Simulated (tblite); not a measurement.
C6H11OP.
Cartesian coordinates in Å at the GFN2-xTB level; atoms count from 1:
```xyz
19
C6H11OP angstrom
C     -1.8994    2.4305   -1.1539
C     -1.7155    1.2514   -1.0068
P     -1.4526   -0.4996   -0.9628
C     -2.7074   -0.8817    0.3534
C      0.0592   -0.4724    0.1321
C      1.2826    0.0248   -0.6292
C      2.5278    0.0244    0.2531
O      2.8158   -1.3045    0.6356
H     -2.0613    3.4657   -1.2402
H     -2.5718   -0.2485    1.2291
H     -2.6123   -1.9278    0.6411
H     -3.7046   -0.7234   -0.0536
H     -0.1266    0.1606    1.0057
H      0.2427   -1.4936    0.4764
H      1.4654   -0.6241   -1.4877
H      1.1086    1.0395   -0.9944
H      3.3725    0.4531   -0.3057
H      2.3516    0.6483    1.1426
H      3.6156   -1.3134    1.1700
```

Calculated harmonic vibrations of the isolated species, GFN2-xTB (tblite), most abundant isotopes, no scaling. Against measured fundamentals such values can be off by several per cent, at times by over 20. One conformer, not necessarily the lowest.

Harmonic wavenumbers (cm⁻¹): 45.0, 53.1, 106.7, 124.4, 144.7, 157.1, 177.0, 252.9, 271.8, 302.3, 351.8, 368.6, 457.9, 639.1, 654.6, 661.1, 720.9, 730.9, 768.8, 875.4, 883.6, 902.5, 928.1, 1014.4, 1085.8, 1091.5, 1142.1, 1198.8, 1227.3, 1248.8, 1272.7, 1318.7, 1340.4, 1372.4, 1439.3, 1447.8, 1457.3, 1467.0, 1489.4, 2195.2, 2851.8, 2884.9, 2927.1, 2961.2, 2974.2, 2989.0, 2995.1, 3008.9, 3016.7, 3363.6, 3570.9.

A = 2805, B = 855.4, C = 712.1 MHz; mass 130.055 u (most abundant isotopes); point group C1, symmetry number 1.

Q: Zero-point energy?

A: Half the sum of the wavenumbers: 33465 cm⁻¹ = 95.68 kcal/mol.

Q: What is S at 298.15 K and 1 bar for an ideal gas of classical rigid rotors and harmonic oscillators?

A: Translation 40.53, rotation 29.62, vibration 34.50: S = 104.6 cal/(mol K).

Q: And Cp and H(298.15 K) − H(0)?

A: Cp = 40.85 cal/(mol K), of which vibrations give 32.90 (their classical limit is 51 R = 101.3); H(298.15 K) − H(0) = 7.65 kcal/mol without the zero-point energy, 5.28 from vibrations.

Q: How do the functions run with temperature in this model?

A: 
```
T (K)  S (cal/(mol K))  Cp (cal/(mol K))  H − H(0) (kcal/mol)  G − H(0) (kcal/mol)  ln q(vib)
  150             82.0              26.7                 2.65                -9.65       3.83
  250             97.9              36.2                 5.80               -18.67       6.99
  400            118.0              50.1                12.29               -34.90      11.42
  600            141.2              64.4                23.83               -60.87      16.95
  900            170.1              78.4                45.40              -107.72      24.51
```

q(vib) and H(0) count from the zero-point level.

Q: Which modes carry the vibrational entropy at 298.15 K?

A: 45.0 cm⁻¹: 5.03; 53.1 cm⁻¹: 4.70; 106.7 cm⁻¹: 3.33; 124.4 cm⁻¹: 3.03; 144.7 cm⁻¹: 2.74; 157.1 cm⁻¹: 2.58 cal/(mol K); the other 45 give 13.09 together.

Q: What must be added to the electronic energy to get the Gibbs energy at 298.15 K and 1 bar?

A: ZPE + [H(298.15 K) − H(0)] − T·S = 95.68 + 7.65 − 31.20 = 72.13 kcal/mol.

Q: Blend soft modes into free rotors: weight 1/[1 + (100 cm⁻¹/ν̃)⁴] for the oscillator and the rest for a rotor with moment μB/(μ + B), μ = h/(8π²ν), B = 10⁻⁴⁴ kg m². What vibrational entropy results?

A: 31.64 cal/(mol K) in place of 34.50, which changes −T·S at 298.15 K by +0.85 kcal/mol.

Hindered rotation and anharmonicity are outside this model. Other conformers, if any are populated, would add a mixing term that is left out. The structure is chiral; the term R ln 2 for an equal mix with its mirror image is left out.
